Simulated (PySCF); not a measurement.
How methods differ on the excitation energy of Cd²⁺

Cd²⁺ [Kr] 4d10 (1S) → Cd²⁺ [Kr] 4d9 5p1 (high-spin determinant), as a difference of total energies. All numbers are calculated (PySCF 2.14, scalar relativity by spin-free X2C-1e, in x2c-TZVPPall (8s6p6d2f1g, 79 functions)). Correlated levels: valence: [Kr] frozen. The calculations carry no spin-orbit coupling.

```json
{"method": "UHF", "excitation energy (eV)": "16.286"}
{"method": "MP2 (valence)", "excitation energy (eV)": "17.496"}
{"method": "SCS-MP2 (valence)", "excitation energy (eV)": "17.456"}
{"method": "CCSD (valence)", "excitation energy (eV)": "17.241"}
{"method": "CCSD(T) (valence)", "excitation energy (eV)": "17.269"}
```

Task: How much does correlation contribute at CCSD(T) (valence)?

Result: 17.269 − (16.286) = 0.983 eV, measured against UHF.

The basis was made for the ground configuration and has no added diffuse functions, so the excitation energy can come out too high.

The determinant of the upper state mixes LS terms, which raises its energy above the lowest term, most at the Hartree-Fock and MP2 levels.
